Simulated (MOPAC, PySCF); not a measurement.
[Hf(OH)2(H)2], neutral singlet in the gas phase. 

Cartesian coordinates (Å):
```xyz
7

Hf    -0.2017     0.0827    -0.0685
O     -0.0874     1.5425    -1.3038
H     -0.1711     2.3724    -1.7760
O     -1.3047     0.3139     1.4808
H     -1.8931     0.6339     2.1665
H     -0.8611    -1.3876    -1.0056
H      1.5271    -0.2762     0.5292
```
Charge 0, spin multiplicity 1.

All levels are single points at this geometry (r2SCAN-D4/def2-SVP); Pople sets use spherical d functions. Orbital energies aren't observables, and empty levels follow the basis.

B3LYP/LANL2DZ in PySCF gives HOMO (eV) = -7.58.

Problem. Estimate the HOMO (eV) from each of these levels: PBE-D3(BJ)/def2-TZVP in PySCF; TPSSh-D3(BJ)/def2-TZVP in PySCF; BP86/6-31G* (LANL2DZ on Hf) in PySCF; HF/6-31G* (LANL2DZ on Hf) in PySCF; PM7 in MOPAC.

Solution. 
```tsv
level	HOMO (eV)
PBE-D3(BJ)/def2-TZVP in PySCF	-6.29
TPSSh-D3(BJ)/def2-TZVP in PySCF	-7.04
BP86/6-31G* (LANL2DZ on Hf) in PySCF	-6.54
HF/6-31G* (LANL2DZ on Hf) in PySCF	-11.07
PM7 in MOPAC	-11.55
```
